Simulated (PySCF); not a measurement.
Computed shifts of a molecule C3H9AlO2, PBE/pcSseg-1 (PySCF), GIAO, gas phase, equivalent atoms averaged, in ppm (number of nuclei): ¹³C: 58.0 (1), 13.5 (1), -1.3 (1). ¹H: 4.32 (3), 2.13 (1), 1.39 (3), 0.56 (2). References: ¹³C against TMS (σ = 182.0 ppm); ¹H against TMS (σ = 31.49 ppm); ¹⁷O against H2O (σ = 334.3 ppm), references at their B3LYP-D3(BJ)/def2-TZVP geometries, non-relativistic. The structure is a stationary point at B3LYP-D3(BJ)/def2-SVP. Other conformers were not sampled.

Problem. Which molecule gave these data?
A. CC[O][AlH][O]C
B. C[O][Al]([CH3])[O]C
C. CC[O][Al]([CH3])[OH]
D. C[CH2][Al]([OH])[O]C

Solution. D, C[CH2][Al]([OH])[O]C
